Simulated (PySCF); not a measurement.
Species: C₃H₁₀B₂O₂.
Numbering: `[BH2:1][O:2][BH:3][O:4][CH:5]([CH3:6])[CH3:7]` (hydrogens: H8, H9 on B1; H10 on B3; H11 on C5; H12, H13, H14 on C6; H15, H16, H17 on C7)

Level: PBE0/pcSseg-1 and wB97X-D/def2-SVPD in PySCF, non-relativistic, on one gas-phase PBE0-D3(BJ)/def2-SVP geometry that isn't relaxed in the solvent. The solvent is an IEF-PCM continuum (cavity from Bondi-type radii × 1.2). Only the electrostatic response of the medium enters.

Gas phase at PBE0/pcSseg-1: HOMO -8.28 eV, LUMO -0.66 eV, dipole 1.56 D.

Problem. What does the continuum do to the energy, the frontier levels and the dipole at PBE0/pcSseg-1 in acetone and water?

Solution. 
```
solvent      ε  E(solvent) − E(gas) (kJ/mol)  polarisation term (kJ/mol)  distortion of the solute (kJ/mol)  HOMO (eV)  LUMO (eV)  dipole (D)
acetone  20.49                         -9.11                      -10.17                               1.06      -8.28      -0.60        1.95
  water  78.36                         -9.73                      -10.96                               1.23      -8.28      -0.60        1.98
```

Polarisation term: ½ Σ q·V over the induced surface charges. Distortion: the rise of the solute's own energy as its density leaves the gas-phase optimum. From acetone to water the lowering changes by a factor 1.07, Onsager's factor (ε − 1)/(2ε + 1) by 1.06 and ε itself by 3.8.

Problem. Which radius a makes the point-dipole formula ΔE = −[(ε − 1)/(2ε + 1)]·μ²/a³ give the value in water, with the gas-phase dipole?

Solution. μ = 0.612 au and |ΔE| = 0.00371 Eh give a = 1.94 Å; the farthest nucleus lies 3.76 Å from the centroid of the nuclei, so such a sphere wouldn't even hold the nuclei. The formula assumes a rigid point dipole at the centre of a sphere.

Problem. Which ESP-fitted charges (PBE0/pcSseg-1) respond most in acetone (means over atoms taken as equivalent)?

Solution. 
```
atoms                 environment  gas (e)  solvent (e)  change
   O4          boron-bound oxygen   -0.551       -0.596  -0.045
   C5  sp3 carbon bound to oxygen   +0.750       +0.781  +0.031
   B3      three-coordinate boron   +0.519       +0.539  +0.020
C6/C7               methyl carbon   -0.637       -0.654  -0.017
   B1      three-coordinate boron   +0.359       +0.371  +0.012
  H11            methine hydrogen   -0.046       -0.036  +0.010
```

Problem. Which Mayer bond orders change most in acetone?

Solution. 
```json
{"bond": "O4–C5", "length (Å)": "1.425", "gas": "0.819", "solvent": "0.802", "change": "-0.017"}
{"bond": "O2–B3", "length (Å)": "1.357", "gas": "1.010", "solvent": "1.015", "change": "+0.005"}
{"bond": "B3–O4", "length (Å)": "1.346", "gas": "1.239", "solvent": "1.243", "change": "+0.004"}
{"bond": "C5–C7", "length (Å)": "1.518", "gas": "1.041", "solvent": "1.044", "change": "+0.003"}
{"bond": "B1–H8", "length (Å)": "1.211", "gas": "0.958", "solvent": "0.955", "change": "-0.003"}
{"bond": "B3–H10", "length (Å)": "1.206", "gas": "0.968", "solvent": "0.966", "change": "-0.002"}
{"bond": "C7–H15", "length (Å)": "1.100", "gas": "0.959", "solvent": "0.957", "change": "-0.002"}
{"bond": "C7–H16", "length (Å)": "1.100", "gas": "0.960", "solvent": "0.958", "change": "-0.002"}
```

Gas phase at wB97X-D/def2-SVPD: HOMO -10.22 eV, LUMO 1.14 eV, dipole 1.50 D.

Problem. What does the continuum do to the energy, the frontier levels and the dipole at wB97X-D/def2-SVPD in acetone?

Solution. 
```json
{"solvent": "acetone", "ε": "20.49", "E(solvent) − E(gas) (kJ/mol)": "-9.00", "polarisation term (kJ/mol)": "-10.29", "distortion of the solute (kJ/mol)": "1.29", "HOMO (eV)": "-10.20", "LUMO (eV)": "1.21", "dipole (D)": "1.94"}
```

Problem. How does the static polarisability (wB97X-D/def2-SVPD, frozen core, with the continuum's full static response) change?

Solution. 
```
 medium  isotropic (au)  principal values (au)  ⟨r²⟩ of the electrons (bohr²)
    gas            73.8       65.6, 71.3, 84.3                          929.8
acetone            93.9      86.2, 91.7, 103.9                          929.9
```

The isotropic value in acetone is 1.27 times the gas-phase one; no cavity-field correction is applied. ⟨r²⟩ is taken about the centre of nuclear charge.

On one thread of an Arm Neoverse N1, no GPU, on a shared host, this took 42 s of wall time and 0.86 GiB of memory at its peak. This is the whole shielding run at PBE0/pcSseg-1 in water, SCF included.

Shape of the structure used: `[BH2:1][O:2][BH:3][O:4][CH:5]([CH3:6])[CH3:7]`: B1–O2–B3–O4 -105°, O2–B3–O4–C5 3°, B3–O4–C5–C6 -150°.

wB97X-D is run here without its empirical dispersion term; that term would change no orbital, density or response property at a fixed geometry.
